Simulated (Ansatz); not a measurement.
Computed with Ansatz.

Basis-set series for `CC1=CC(C)=[O+][Sn-]([CH3])[O]1`. Charge 0, multiplicity 1. Sn: def2 effective core potential. The structure was optimised at the PBE0-D4/def2-TZVP level.

```tsv
functional	basis	functions	energy (Eh)	HOMO (eV)	LUMO (eV)
PBE0-D4	def2-SVP	188	-598.75094	-5.75	-1.40
PBE0-D4	def2-TZVPP	438	-599.18937	-5.81	-1.53
ωB97M-V	def2-SVP	188	-598.95695	-7.81	0.71
ωB97M-V	def2-TZVPP	438	-599.41339	-7.89	0.53
```

Problem. Give the rows for def2-QZVPP. (An estimate is asked.)

Solution. The calculation gave: 
```csv
functional,basis,functions,energy (Eh),HOMO (eV),LUMO (eV)
PBE0-D4,def2-QZVPP,838,-599.21228,-5.83,-1.57
ωB97M-V,def2-QZVPP,838,-599.43523,-7.90,0.48
```

Positive LUMOs are unbound and depend on the basis.
